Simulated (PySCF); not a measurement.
# Quadrupolar nuclei of `O[SiH2]OCCS` in NMR

Species: C₂H₈O₂SSi.
Z-matrix (Å and degrees, GFN2-xTB geometry), rows numbered from 1:
```
O 
Si  1  1.6146
O   2  1.6303  1  104.49
C   3  1.3932  2  127.59  1   178.00
C   4  1.5200  3  109.50  2  -178.26
S   5  1.8247  4  111.16  3    65.67
H   1  0.9541  2  121.04  3    33.59
H   2  1.4553  1  105.29  3   118.43
H   2  1.4637  1  112.16  3  -118.03
H   4  1.0966  3  110.05  2   -57.30
H   4  1.0980  3  109.88  2    61.58
H   5  1.0882  4  110.76  3  -176.50
H   5  1.0902  4  110.51  3   -54.57
H   6  1.3295  5   94.64  4   -48.93
```

Computed at PBE0/pcSseg-1 (PySCF, non-relativistic):

```json
{"atom": "O1", "environment": "silanol oxygen", "nucleus": "17O", "spin I": "5/2", "Q (b)": "-0.0256", "CQ = χzz (MHz)": "-9.350", "η": "0.442"}
{"atom": "O3", "environment": "silyl ether oxygen", "nucleus": "17O", "spin I": "5/2", "Q (b)": "-0.0256", "CQ = χzz (MHz)": "-10.029", "η": "0.496"}
{"atom": "S6", "environment": "thiol sulfur", "nucleus": "33S", "spin I": "3/2", "Q (b)": "-0.0678", "CQ = χzz (MHz)": "45.374", "η": "0.639"}
```

Q: Work back to Vxx, Vyy and Vzz; CQ/MHz = 234.96 (Q/b)(Vzz/au).

A: Vxx = −Vzz(1 − η)/2 and Vyy = −Vzz(1 + η)/2, in au:

```json
{"atom": "O1", "Vxx (au)": "-0.433", "Vyy (au)": "-1.121", "Vzz (au)": "1.554", "Vzz (10²¹ V/m²)": "15.10"}
{"atom": "O3", "Vxx (au)": "-0.421", "Vyy (au)": "-1.247", "Vzz (au)": "1.667", "Vzz (10²¹ V/m²)": "16.20"}
{"atom": "S6", "Vxx (au)": "0.515", "Vyy (au)": "2.334", "Vzz (au)": "-2.848", "Vzz (10²¹ V/m²)": "-27.68"}
```

Q: PQ = |CQ|√(1 + η²/3), νQ = 3|CQ|/[2I(2I − 1)], ν0 = |g|·7.62259 MHz/T·B with g(17O) = −0.75752, g(33S) = 0.42921: values at 16.45 T?

A: 
```json
{"atom": "O1", "PQ (MHz)": "9.650", "νQ (MHz)": "1.402", "ν0 (MHz)": "94.99", "νQ/ν0": "0.015"}
{"atom": "O3", "PQ (MHz)": "10.43", "νQ (MHz)": "1.504", "ν0 (MHz)": "94.99", "νQ/ν0": "0.016"}
{"atom": "S6", "PQ (MHz)": "48.36", "νQ (MHz)": "22.69", "ν0 (MHz)": "53.82", "νQ/ν0": "0.422"}
```

For O1: PQ = 9.350 × 1.0321, νQ = 9.350 × 0.1500, ν0 = 5.7742 MHz/T × 16.45 T.

For S6 νQ isn't small against ν0, so the high-field expansions of solid-state NMR fail there at this field.

Q: Second-order quadrupolar shift of the central transition's centre of gravity (half-integer spins, νQ < ν0/10) at 16.45 and 18.8 T.

A: δ = −(3/40)(PQ/ν0)² [I(I + 1) − 3/4]/[I²(2I − 1)²], in ppm:

| site | 16.45 T | 18.8 T |
| --- | --- | --- |
| 17O at O1 | -61.9 | -47.4 |
| 17O at O3 | -72.4 | -55.4 |

Q: In the extreme-narrowing limit, with isotropic tumbling and one correlation time, the quadrupolar linewidth goes as PQ². What relative widths follow for the 17O sites?

A: O3 1, O1 0.86, with O3 as 1.

Q: Quadrupolar 1/T1 and linewidth for τc = 15 ps (extreme narrowing, isotropic tumbling)?

A: 1/T1 = 1/T2 = (3π²/10)(2I + 3)/[I²(2I − 1)] × PQ² × τc; the width is 1/(πT2).

| site | spin factor (2I + 3)/[I²(2I − 1)] | 1/T1 (s⁻¹) | T1 (ms) | linewidth (Hz) |
| --- | --- | --- | --- | --- |
| 17O at O1 | 0.320 | 1320 | 0.756 | 421 |
| 17O at O3 | 0.320 | 1550 | 0.647 | 492 |
| 33S at S6 | 1.333 | 138000 | 0.00722 | 44100 |

One conformer (not necessarily the lowest) at the GFN2-xTB geometry, without solvent, vibrations or thermal averaging. GFN2-xTB bond lengths can be off by several hundredths of an ångström, more for odd bonds, and the gradients follow them. With so small a basis the couplings can be 20 % off.
